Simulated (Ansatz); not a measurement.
A nudged elastic band was laid between two geometries of AlFH₃Sb (6 atoms, charge 0, multiplicity 1).

All numbers below come from RKS LDA/def2-SVP in Ansatz 0.2.0.

* movable images: 5
* climbing image: yes
* spring: 5.0 eV/Å²
* optimiser: quadratic models (default)
* start path: through a guess of the saddle point
* force threshold: 0.03 eV/Å
* iteration limit: 60
* end points: relaxed

First end point:

```xyz
6
Properties=species:S:1:pos:R:3
F -1.152 -1.587 1.248
Al -0.309 -1.013 -0.072
Sb 1.312 0.999 0.328
H -0.562 -1.818 -1.431
H 0.780 1.578 -1.213
H -0.026 1.777 1.094
```

Last end point:

```xyz
6
Properties=species:S:1:pos:R:3
F -1.132 -1.593 1.256
Al -0.526 -0.910 -0.139
Sb -0.085 1.668 -0.098
H -0.343 -1.923 -1.362
H 1.317 1.328 -1.051
H 0.811 1.367 1.348
```

Q: Which bonds break or form, and what moves?

A: No bond is made or broken. The height of Sb3 over the plane of its neighbours goes from 1.14 to -1.14 Å. The two ends are copies of one structure, up to a mirror image or an exchange of like atoms.

Q: Give the energies along the band, and the barrier.

A: It converged. The highest image is number 3 of 0 to 6, 91.5 kJ/mol above the ends, which have the same energy within 2 meV. A vibrational analysis at the climbing image gives one clearly imaginary mode, 484i cm⁻¹: a first-order saddle point.

| image | path coordinate (Å) | energy (kJ/mol) | height of Sb3 over the plane of its neighbours (Å) |
| --- | --- | --- | --- |
| 0 | 0.00 | 0.0 | 1.14 |
| 1 | 0.50 | 8.5 | 0.96 |
| 2 | 1.00 | 48.0 | 0.56 |
| 3 | 1.49 | 91.5 | 0.00 |
| 4 | 1.99 | 47.6 | -0.57 |
| 5 | 2.50 | 8.3 | -0.97 |
| 6 | 3.00 | 0.0 | -1.14 |

Q: What is the geometry of the highest image?

A: 
```xyz
6
Properties=species:S:1:pos:R:3
F -1.265 -1.776 1.268
Al -0.534 -1.197 -0.107
Sb 0.492 1.038 0.060
H -0.491 -2.024 -1.456
H 1.286 1.825 -1.196
H 0.554 2.070 1.385
```

Q: What are the harmonic wavenumbers there?

A: 484i, 126, 256, 287, 363, 433, 581, 743, 863, 1939, 2023, 2053 cm⁻¹.

Time of the run: 62 s on 1 CPU thread of a shared host.
